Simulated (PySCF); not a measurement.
PySCF job for Al(Cl)(F)(OSiH3) (AlClFH₃OSi), SMILES [F][Al]([Cl])[O][SiH3], PBE-D3(BJ)/def2-SVP. The structure is a stationary point at PBE-D3(BJ)/def2-SVP. The structure was generated by enumeration; whether it is a known compound was not checked. The values are those of a single conformer.

```python
import numpy as np
from pyscf import gto, scf, dft, df
from pyscf.hessian import thermo

mol = gto.M(
    atom='''
    Al   -0.10212897    0.55303170    0.48256321
    Cl    1.44429438    1.90628589    0.11220083
    F    -1.19681466    0.91485501    1.68614740
    O    -0.24904570   -0.87102407   -0.40695956
    Si   -0.59712398   -2.32537075   -1.14237528
    H    -1.77533622   -2.98039620   -0.47457966
    H     0.59468059   -3.23649114   -1.04102935
    H    -0.92123906   -2.08969699   -2.59152285
    ''',
    basis='def2-SVP',
    charge=0,
    spin=0,
    max_memory=1600,
    verbose=3,
)
mf = dft.RKS(mol, xc='pbe').density_fit(auxbasis='def2-universal-jkfit')
mf.disp = 'd3bj'
mf.grids.level = 3
mf.conv_tol = 1e-11
mf.max_cycle = 100
mf.kernel()

# [left out here: the lines that compute and print the analytic Hessian (its translational invariance restored by hand, since the grid's response is missing), thermochemistry and intensities]
```

Program output:

```
converged SCF energy = -1168.12004443832

WARN: DFTD3 does not support analytical Hessian, using finite difference


WARN: Mole.unit (angstrom) is changed to Bohr

Mode                                 0                   1                   2
Irrep
Freq [cm^-1]                       -8.7874             27.4109             62.2804
Reduced mass [au]                   1.0582              6.1890              5.7398
Force const [Dyne/A]               -0.0000              0.0027              0.0131
Char temp [K]                     -12.6431             39.4382             89.6076
Normal mode                   x     y     z       x     y     z       x     y     z
       0  Al                -0.01  0.00 -0.01   -0.03  0.01  0.03    0.02 -0.02  0.03
       1  Cl                 0.01 -0.01  0.01    0.00 -0.05 -0.04   -0.02  0.02 -0.02
       2   F                -0.02  0.02 -0.02    0.01  0.08  0.05   -0.03  0.03 -0.04
       3   O                -0.01  0.00 -0.00   -0.11 -0.01  0.08    0.11 -0.09  0.13
       4  Si                 0.01 -0.00  0.00    0.07  0.01 -0.05   -0.03  0.03 -0.04
       5   H                 0.36 -0.27  0.36    0.08 -0.13 -0.18   -0.06  0.04 -0.08
       6   H                 0.21  0.21 -0.47    0.14  0.10 -0.04   -0.10 -0.08 -0.20
       7   H                -0.53  0.05  0.13    0.15  0.09 -0.06   -0.07  0.23  0.00
Mode                                 3                   4                   5
Irrep
Freq [cm^-1]                      169.3101            228.5998            253.0875
Reduced mass [au]                  16.0767             14.0197             19.7578
Force const [Dyne/A]                0.2715              0.4317              0.7456
Char temp [K]                     243.5995            328.9043            364.1365
Normal mode                   x     y     z       x     y     z       x     y     z
       0  Al                -0.03  0.03  0.05   -0.04 -0.03  0.01   -0.09  0.08 -0.11
       1  Cl                 0.02 -0.06 -0.06   -0.05 -0.04  0.01    0.02 -0.02  0.02
       2   F                -0.09 -0.08  0.02    0.05  0.13  0.05    0.05 -0.04  0.05
       3   O                 0.08  0.06 -0.02    0.11  0.01 -0.09    0.05 -0.04  0.06
       4  Si                 0.02  0.06  0.03    0.01 -0.01 -0.01    0.00 -0.00  0.00
       5   H                 0.01  0.11  0.07   -0.00  0.09  0.07   -0.01  0.01 -0.02
       6   H                -0.01  0.03  0.03   -0.04 -0.06 -0.01   -0.02 -0.04 -0.04
       7   H                -0.01  0.03  0.03   -0.04 -0.05 -0.01   -0.00  0.06  0.01
Mode                                 6                   7                   8
Irrep
Freq [cm^-1]                      423.7008            633.6009            704.7466
Reduced mass [au]                  14.5232             13.4391              1.1815
Force const [Dyne/A]                1.5361              3.1787              0.3457
Char temp [K]                     609.6111            911.6106           1013.9735
Normal mode                   x     y     z       x     y     z       x     y     z
       0  Al                -0.04  0.01  0.05    0.08  0.13  0.03   -0.00 -0.00 -0.00
       1  Cl                 0.07  0.06 -0.02   -0.05 -0.04  0.01    0.00  0.00 -0.00
       2   F                -0.07  0.02  0.08   -0.00 -0.01 -0.00   -0.00  0.00  0.00
       3   O                 0.02 -0.02 -0.04    0.01  0.03  0.01    0.05  0.01 -0.04
       4  Si                -0.02 -0.08 -0.04   -0.02 -0.07 -0.04   -0.04 -0.01  0.03
       5   H                -0.02 -0.06 -0.02   -0.01 -0.09 -0.05    0.01 -0.59 -0.44
       6   H                -0.03 -0.10 -0.05   -0.03 -0.10 -0.06    0.22  0.33  0.07
       7   H                -0.03 -0.10 -0.04   -0.02 -0.11 -0.04    0.18  0.32  0.04
Mode                                 9                  10                  11
Irrep
Freq [cm^-1]                      710.2217            872.7669            915.3910
Reduced mass [au]                   1.1848             16.5009              1.0509
Force const [Dyne/A]                0.3521              7.4055              0.5188
Char temp [K]                    1021.8508           1255.7172           1317.0439
Normal mode                   x     y     z       x     y     z       x     y     z
       0  Al                 0.00 -0.00  0.00    0.09 -0.02 -0.09   -0.00 -0.00  0.00
       1  Cl                 0.00 -0.00  0.00   -0.01 -0.01  0.00    0.00  0.00 -0.00
       2   F                 0.00 -0.00  0.00   -0.11  0.04  0.12    0.00 -0.00 -0.00
       3   O                 0.04 -0.03  0.04   -0.01 -0.04 -0.02    0.00  0.00 -0.00
       4  Si                -0.03  0.03 -0.04    0.00  0.02  0.01   -0.03 -0.00  0.02
       5   H                 0.10 -0.06  0.11    0.00  0.06  0.05    0.02  0.12  0.19
       6   H                 0.25  0.44  0.38    0.03  0.06  0.01    0.14  0.13 -0.61
       7   H                -0.03 -0.63 -0.14    0.04  0.06  0.01    0.66 -0.18 -0.17
Mode                                12                  13                  14
Irrep
Freq [cm^-1]                      916.8783            963.5627           1128.7211
Reduced mass [au]                   1.0494              1.1715             11.3216
Force const [Dyne/A]                0.5198              0.6409              8.4983
Char temp [K]                    1319.1837           1386.3522           1623.9784
Normal mode                   x     y     z       x     y     z       x     y     z
       0  Al                 0.00 -0.00  0.00    0.00 -0.00 -0.01   -0.00  0.06  0.04
       1  Cl                -0.00  0.00 -0.00    0.00  0.00  0.00   -0.00 -0.00  0.00
       2   F                -0.00  0.00 -0.00   -0.01  0.00  0.01    0.01 -0.00 -0.01
       3   O                -0.00  0.00 -0.00   -0.00 -0.02 -0.01   -0.03 -0.19 -0.11
       4  Si                 0.02 -0.02  0.03    0.01  0.06  0.03    0.01  0.04  0.02
       5   H                -0.47  0.37 -0.47    0.05 -0.41 -0.35   -0.00  0.08  0.06
       6   H                 0.26  0.28 -0.29   -0.28 -0.37 -0.25    0.05  0.08  0.05
       7   H                -0.33 -0.17  0.06   -0.08 -0.52 -0.05    0.02  0.10  0.02
Mode                                15                  16                  17
Irrep
Freq [cm^-1]                     2165.5250           2170.4065           2172.3704
Reduced mass [au]                   1.0272              1.0433              1.0521
Force const [Dyne/A]                2.8381              2.8955              2.9254
Char temp [K]                    3115.7083           3122.7318           3125.5573
Normal mode                   x     y     z       x     y     z       x     y     z
       0  Al                 0.00 -0.00 -0.00    0.00  0.00  0.00   -0.00  0.00 -0.00
       1  Cl                 0.00  0.00  0.00   -0.00 -0.00  0.00    0.00 -0.00  0.00
       2   F                -0.00  0.00  0.00   -0.00 -0.00 -0.00    0.00 -0.00  0.00
       3   O                 0.00  0.00  0.00   -0.00 -0.00 -0.00    0.00 -0.00  0.00
       4  Si                 0.02  0.02 -0.01    0.03 -0.00 -0.02   -0.02  0.02 -0.03
       5   H                -0.70 -0.39  0.40   -0.31 -0.17  0.18   -0.03 -0.00 -0.00
       6   H                 0.24 -0.17  0.01   -0.53  0.41 -0.06    0.52 -0.39  0.04
       7   H                -0.05  0.05 -0.28    0.14 -0.10  0.56    0.15 -0.12  0.70
temperature 298.1500 [K]
pressure 101325.00 [Pa]
Rotational constants [GHz] 3.99807 1.14611 0.90039
Symmetry number 1
Zero-point energy (ZPE) 0.03308 [Eh]   86840.396 [J/mol]
                           tot       elec      trans        rot        vib
Entropy [J/mol/K]       368.604      0.000    169.311    120.270     79.022
Cv [J/mol/K]             90.175      0.000     12.472     12.472     65.231
Cp [J/mol/K]             98.489      0.000     20.786     12.472     65.231
Internal energy [J/mol]                      3718.434   3718.434  97809.778
Internal energy [Eh]   -1168.07996  -1168.12004
Enthalpy [J/mol]                             6197.391   3718.434  97809.778
Enthalpy [Eh]          -1168.07901
Gibbs free energy [J/mol]                  -44282.727 -32140.163  74249.257
Gibbs free energy [Eh] -1168.12087
mode   freq/cm-1   IR/(km/mol)
   1       -8.79         0.010
   2       27.41         0.348
   3       62.28         0.014
   4      169.31        13.810
   5      228.60        28.861
   6      253.09        66.264
   7      423.70        15.662
   8      633.60        79.876
   9      704.75        51.794
  10      710.22        52.735
  11      872.77        92.925
  12      915.39        75.833
  13      916.88        69.878
  14      963.56       396.850
  15     1128.72       500.956
  16     2165.53        96.496
  17     2170.41       121.690
  18     2172.37       138.805
max |gradient| / (hartree/bohr): 0.0003361260876290975
APT charges: [ 1.7045 -0.4915 -0.5919 -1.2711  1.485  -0.2803 -0.2771 -0.2775]
```

The calculation finished and met its thresholds.

Cost: roughly 60 core-seconds.
